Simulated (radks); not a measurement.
Numerical settings for the ruthenium ion Ru3+, [Kr] 4d5. Calculated with a radial shooting solver on a logarithmic mesh with Libxc functionals: Dirac Kohn-Sham, PBE, spin-unpolarised, spherical densities, finite nucleus; open shells fill j = l - 1/2 first; Fermi nuclear charge, rms radius 4.4809 fm. The defaults (mesh step 0.008 in ln r, mesh end at 40 bohr or more with all orbitals vanishing there, Anderson mixing 0.5 over 9 steps, residual threshold near 1e-9 with the energy settled to 1e-9 hartree or 1e-11 of itself, here a cap of 75 iterations) give E = -4529.4337 hartree and 4d5/2 at -37.093 eV in 14 iterations. Run on one thread of a shared host, so times are rough (Intel(R) Xeon(R) Platinum 8488C): 0.13 s of CPU time, 0.13 s wall, 14 iterations on 2189 mesh points. Changes against that run (0 stands for a change within the tolerance of the run):

setting                    iterations         converged  E (mhartree)  e(4d5/2) (meV)  CPU (s)
mesh step in ln r 0.12              2                no      diverged               -     0.01
mesh step in ln r 0.012            14               yes             0               0     0.11
mesh step in ln r 0.08              2                no      diverged               -     0.01
mesh end (bohr) 1                  13  level above zero     +1.38e+05       +4.29e+05     0.09
mesh end (bohr) 5                  14               yes         +1.85           +69.6     0.11
residual threshold 0.1              9               yes             0         -0.0515     0.09
residual threshold 0.001            9               yes             0         -0.0515     0.09
mixing 1                           13               yes             0               0     0.11
linear mixing, mixing 0.8          34               yes             0               0     0.26
linear mixing, mixing 0.5          30               yes             0               0      0.2
mixing history 20                  18               yes             0               0     0.17
iteration cap 2                     2                no     +2.09e+03       -2.64e+04     0.03

Settled on a wrong energy, with an occupied level pushed above zero by the early mesh end: mesh end (bohr) 1 (+138 hartree). Apart from these: settings that end as converged yet miss the energy by more than 1 mhartree: mesh end (bohr) 5 (+0.00185 hartree). A mesh that ends early acts as a hard wall.
